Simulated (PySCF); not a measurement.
Ge(H)(Cl)2(vinyl) (C2H4Cl2Ge), SMILES C=[CH][GeH]([Cl])[Cl].

Geometry optimised at PBE0-D3(BJ)/def2-SVP. The values are those of a single conformer.

Method: PySCF with PBE/def2-TZVP.

- total energy = -3075.34364 hartree
- highest occupied level = -7.38 eV
- lowest empty level = -2.16 eV
- orbital gap = 5.22 eV
- dipole moment = 2.61 D
- quadrupole, principal values (traceless, Buckingham form, about the centre of nuclear charge) = -5.33, 0.47, 4.85 D·Å
- mean static polarisability = 77.5 bohr³ (11.49 Å³)
- polarisability, principal values = 61.5, 77.4, 93.8 bohr³
